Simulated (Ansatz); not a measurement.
`O[SiH2][Si](F)(Cl)Cl` + `[OH][GeH3]` → `F[Si](Cl)(Cl)[O][GeH3]` + `O[SiH3]`  (cleavage of the Si–Si bond)

Computed with Ansatz on PBE0-D4/def2-TZVP structures; ΔE is electronic, products minus reactants. CCSD(T)/CBS is the MP2 limit (def2-TZVPP, def2-QZVPP) plus CCSD(T) − MP2 in def2-TZVPP, frozen cores. For Ge outer-core shells are correlated without core-valence functions, which leaves a few kJ/mol of doubt a bond. Scalar relativity is left out up to krypton. Each species was taken in one conformer, which may not be the lowest.

```csv
level,ΔE (eV)
CCSD(T)/def2-SVP,-1.54
CCSD(T)/def2-TZVPP,-1.56
SCS-MP2/def2-QZVPP,-1.63
MP2/CBS(def2),-1.58
```

Question: What does CCSD(T)/CBS give? (Estimate.)

Answer: The calculation gave: -1.53 eV. The listed levels differ from it by -0.01, -0.03, -0.10, -0.05 eV.

Largest T1 diagnostic among the species: 0.011.

From BLYP to BHLYP (50 % exact exchange), in def2-TZVPP and without D4, ΔE moves by −0.27 eV. In def2-TZVPP, CCSD(T) changes the Hartree–Fock value by +0.22 eV (the triples alone add +0.03 eV) and MP2 by +0.17 eV. Leaving LDA and LC-ωPBE aside and taking each functional with its dispersion term where it has one, the values, not all of them listed here, spread over 0.42 eV, from BHLYP-D4 to PBE-D4. LDA lies −0.09 eV from PBE without D4.
